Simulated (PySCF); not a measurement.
## Working out the ionisation energy of Se⁺

Se⁺ [Ar] 3d10 4s2 4p3 (4S) → Se²⁺ [Ar] 3d10 4s2 4p2 (3P). All numbers are calculated (PySCF 2.14, scalar relativity by spin-free X2C-1e, in aug-cc-pVTZ-DK (7s6p4d2f, 59 functions)). Frozen: [Ar] 3d10. Energies in hartree (1 hartree = 27.21139 eV):

| part | Se⁺ (lower) | Se²⁺ (upper) |
| --- | --- | --- |
| UHF | -2427.752601 | -2426.986657 |
| MP2 opposite-spin | -0.055240 | -0.047371 |
| MP2 same-spin | -0.019925 | -0.009267 |

Task: What does Hartree-Fock give?

Result: (-2426.986657) − (-2427.752601) = 0.765944 hartree = 20.842 eV.

Task: What do MP2 and SCS-MP2 (6/5 opposite-spin, 1/3 same-spin) give?

Result: The opposite-spin parts differ by 0.214 eV and the same-spin parts by 0.290 eV. MP2: 20.842 + (0.214) + (0.290) = 21.346 eV. SCS-MP2: 20.842 + 1.2 × (0.214) + (0.290)/3 = 21.195 eV.

A first-order spin-orbit estimate adds -0.288 eV to MP2 (valence), giving 21.058 eV against 21.196 ± 0.01 eV (measured; NIST Atomic Spectra Database, ionization energies).

What remains against the reference includes basis incompleteness, the frozen core and correlation beyond second order.
